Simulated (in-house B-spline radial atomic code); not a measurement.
## RPA and G0W0 on LC-wPBE: Kr3+

Configuration [Ar] 3d10 4s2 4p3, highest spin, mean-field start LC-wPBE. Computed with an all-electron radial atomic-structure program (B-spline basis): all electrons, scalar-relativistic (spin-free one-electron X2C), finite nucleus, each spin shell either full or empty, empty states to l = 9 with an (l + 1/2)⁻⁴ tail; G0W0 by contour deformation at full frequency.

Command:
```bash
python run_gw.py task.json out
```
Settings (radii: box in bohr, nucleus in fm):
```
Z                        36
electrons                33
configuration            [Ar] 3d10 4s2 4p3
hamiltonian              x2c
method                   lc_wpbe
lmax                     9
rms_radius               4.1884
spin_polarised           True
box_radius               14.14
intervals                69
```

Time taken, with all properties: 6.1 s on 1 thread of Arm Neoverse N1, on a shared host.

Energies (hartree):

```json
{"term": "mean-field total", "value": "-2787.08639"}
{"term": "Hartree-Fock functional on these orbitals", "value": "-2785.65649"}
{"term": "direct second order", "value": "-2.7161"}
{"term": "second-order exchange", "value": "0.7927"}
{"term": "SOSEX correction", "value": "0.73809"}
```

Task: What is the RPA correlation energy, and what remains with SOSEX?

Result: RPA gives -2.3974 hartree (-1.98 eV per electron); RPA + SOSEX gives -1.6593, and the second-order doubles -1.9234 hartree (no singles). SOSEX takes back 31 % of the RPA value.

Quasi-particle levels (eV):

| level | occupied | mean field | Σx - vxc | Σc | QP weight | G0W0 |
| --- | --- | --- | --- | --- | --- | --- |
| 4p up | yes | -49.55 | -1.55 | ? | ? | ? |
| 4s down | yes | -61.64 | 0.79 | -2.38 | 0.961 | -63.23 |
| 4p down | no | -36.72 | 3.44 | -2.41 | 0.962 | -35.69 |

G0W0 = mean field + (Σx - vxc) + Σc, with Σc (partial-wave tail included) taken at the quasi-particle energy. Only the outer levels were computed. Levels of low weight are left out.

Task: Where does G0W0 put 4p up?

Result: At -51.64 eV, with Σc = -0.53 eV and a quasi-particle weight of 0.963. The tabulated removal energy is 50.85 ± 0.11 eV (NIST, measured); the calculation leaves out spin-orbit coupling, Breit and QED terms, and what these don't explain is the method's own error.
